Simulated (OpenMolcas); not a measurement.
Os²⁺.

```
Program             : OpenMolcas
Basis               : ANO-RCC-VTZP [8s7p5d3f2g1h]
Scalar Hamiltonian  : DKH2, point nucleus
Active space        : 6 electrons in 10 orbitals (5d 6d)
State averaging     : 2S+1 = 5 even, 5 roots; 2S+1 = 3 even, 45 roots; 2S+1 = 1 even, 49 roots
Spin-orbit coupling : RASSI with atomic mean-field integrals over the reference wave functions, term energies averaged over their components
```

Two sets of levels on these reference wave functions, in cm⁻¹ above 5d⁶ ⁵D₄: one from CASSCF and one from MS-CASPT2, IPEA 0.25 Eh, imaginary shift 0.1 Eh (closed shells correlated: 5s 5p).

```json
{"Level": "5d⁶ ⁵D₄", "Set 1": "0.0", "Set 2": "0.0"}
{"Level": "5d⁶ ⁵D₃", "Set 1": "4440", "Set 2": "4330"}
{"Level": "5d⁶ ⁵D₂ [71 %]", "Set 1": "4500", "Set 2": "4940"}
{"Level": "5d⁶ ⁵D₁", "Set 1": "6730", "Set 2": "6820"}
{"Level": "5d⁶ ⁵D₀", "Set 1": "7030", "Set 2": "7250"}
{"Level": "5d⁶ ³H₆", "Set 1": "17430", "Set 2": "18240"}
{"Level": "5d⁶ ³H₅ [51 %]", "Set 1": "16960", "Set 2": "18380"}
{"Level": "5d⁶ ³P₂(1) [53 %]", "Set 1": "16640", "Set 2": "18550"}
{"Level": "5d⁶ ³F₃(1) [53 %]", "Set 1": "19290", "Set 2": "21520"}
{"Level": "5d⁶ ³F₂(1)", "Set 1": "20180", "Set 2": "22520"}
{"Level": "5d⁶ ³G₅ [51 %]", "Set 1": "25130", "Set 2": "26720"}
{"Level": "5d⁶ ³G₄ [65 %]", "Set 1": "25010", "Set 2": "27550"}
{"Level": "5d⁶ ³D₁ [54 %]", "Set 1": "23820", "Set 2": "27690"}
{"Level": "5d⁶ ³D₂ [70 %]", "Set 1": "25000", "Set 2": "29180"}
{"Level": "5d⁶ ³D₃", "Set 1": "26220", "Set 2": "30700"}
{"Level": "5d⁶ ¹I₆", "Set 1": "29580", "Set 2": "30870"}
```

Which set is which?

Set 1 is MS-CASPT2. Its levels of the other terms of 5d⁶ lie at 0.85 to 0.96 of the other set's values, as expected, since terms of lower spin or lower L gain more correlation energy than the Hund ground term.

CASPT2 breaks the degeneracy within a term, and the mean is taken; among the terms shown or strongly mixed into the levels shown the widest spread is 1100 cm-1 (5d⁶ ¹I, MS-CASPT2). Active for correlation alone: 6d; no level in the range computed is led by a configuration that fills it, so any true level of that kind is missing. Without dynamic correlation excited terms often stand tens of per cent too high (terms of higher spin than the ground term too low), and those without a measured partner can miss by more than the paired ones (holds for CASSCF). The CASPT2 spread within a term exceeds the gap to the next term for 5d⁶ ¹G(1) and 5d⁶ ¹I, so the order of their levels is uncertain (holds for MS-CASPT2). Levels of configurations outside the active space are missing. Levels that lie high or do not pair safely by name in every column are left out.

A share in square brackets marks a mixed level and gives the weight of the term that names it, the lowest over the columns. A number in round brackets counts repeated terms of one configuration in the order of the reference energies.
